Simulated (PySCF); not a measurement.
## Orbital picture of CsK

CAM-B3LYP at R = 4.387 Å; basis Cs def2-SVP with ECP46, K def2-SVP; scalar-relativistic core potentials; PySCF 2.14. State: ¹Σ⁺ (singlet), closed shell. Only the outer orbitals are listed, counted within each symmetry, core potentials removing the inner ones.

| orbital | occ. | ε (eV) | on Cs (%) | main shells (%) |
| --- | --- | --- | --- | --- |
| 5σ | 2 | -31.07 | 100 | 100 Cs s |
| 2π | 2 | -21.98 | 0 | 100 K p |
| 2π | 2 | -21.98 | 0 | 100 K p |
| 6σ | 2 | -21.98 | 0 | 100 K p |
| 3π | 2 | -16.28 | 100 | 100 Cs p |
| 3π | 2 | -16.28 | 100 | 100 Cs p |
| 7σ | 2 | -16.24 | 100 | 100 Cs p |
| 8σ | 2 | -3.33 | 47 | 51 K s, 44 Cs s |
| 9σ | 0 | -0.75 | 59 | 51 Cs s, 38 K s, 9 Cs p |
| 4π | 0 | 0.05 | 88 | 87 Cs p, 12 K p |
| 4π | 0 | 0.05 | 88 | 87 Cs p, 12 K p |

Problem. Which are the highest filled and the lowest empty level, where do they sit, and how wide is the gap?

Solution. Highest filled 8σ at -3.33 eV (in %: 51 K s, 44 Cs s); lowest empty 9σ at -0.75 eV (in %: 51 Cs s, 38 K s, 9 Cs p); the gap at CAM-B3LYP is 2.58 eV.

The bond order (Mayer) is 1.00 and the ⟨S²⟩ is 0.000. The charge on Cs (Mulliken, basis-dependent) is 0.07. The charge on Cs (Löwdin, basis-dependent) is -0.04, the dipole moment (positive dipole means Cs(−)K(+)) is -2.08 D and the polarisability along the bond is 823.6 bohr³. The polarisability across the bond is 398.7 bohr³.

Closed-shell solutions of metal pairs were not tested for spin polarisation, which can lower them a little. Spin–orbit coupling is left out.
